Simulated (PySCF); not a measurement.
F5V, multiplicity 1.

```xyz
6

V      0.0000     0.0000     0.0000
F      0.0000     0.0000     1.7210
F      0.0000     0.0000    -1.7210
F     -1.6843     0.0000     0.0000
F      0.8421     1.4586     0.0000
F      0.8421    -1.4586     0.0000
```

Geometry optimised at ωB97X-D3(BJ)/def2-SVP. The multiplicity is an assumed one; no other spin state was optimised. The isomer is the one that the SMILES or the coordinates give; other isomers of the formula were not compared.

All values below come from PBE/pcSseg-1 in PySCF. Non-relativistic, no solvent.

### Question
Give the absolute GIAO shielding of each atom: isotropic value and principal components (ppm). (Estimate from the structure and the level; the computed values follow.)

### Answer

```json
[
 {"atom": "V1", "σ(iso)": "-1159.7", "σ11": "-1165.1", "σ22": "-1157.0", "σ33": "-1157.0", "span": "8.1"},
 {"atom": "F2", "σ(iso)": "-302.7", "σ11": "-498.0", "σ22": "-498.0", "σ33": "87.8", "span": "585.8"},
 {"atom": "F3", "σ(iso)": "-302.7", "σ11": "-498.0", "σ22": "-498.0", "σ33": "87.8", "span": "585.8"},
 {"atom": "F4", "σ(iso)": "-317.0", "σ11": "-521.0", "σ22": "-513.4", "σ33": "83.3", "span": "604.2"},
 {"atom": "F5", "σ(iso)": "-317.0", "σ11": "-521.0", "σ22": "-513.4", "σ33": "83.3", "span": "604.2"},
 {"atom": "F6", "σ(iso)": "-317.0", "σ11": "-521.0", "σ22": "-513.4", "σ33": "83.3", "span": "604.2"}
]
```
